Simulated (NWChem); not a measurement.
System: CH$_{3}$ClO$_{2}$Si; SMILES [SiH2](OC=O)Cl

```xyz
8

O      1.1113    -1.7602     0.4663
C      0.2377    -1.8997    -0.3376
O     -0.7413    -1.0142    -0.5554
Si    -0.8631     0.4187     0.3583
Cl     0.6191     1.7307    -0.1780
H      0.1255    -2.7798    -1.0043
H     -0.7813     0.1152     1.8047
H     -2.1716     0.9737    -0.0516
```
Atoms are numbered in this order, from 1.

Program: NWChem. Pople sets run with spherical d functions. All runs use the structure optimised with PBE0/def2-SVP. Vertical excitations in the gas phase.

Q: What does the run give for PBE/6-31+G*, TDA? Quantities: lowest excitation, singlet (eV); oscillator strength of that lowest state; orbital gap (eV).

A: 
```yaml
lowest excitation, singlet (eV): 5.44
oscillator_strength_of_that_lowest_state: 0.001
orbital gap (eV): 5.25
```
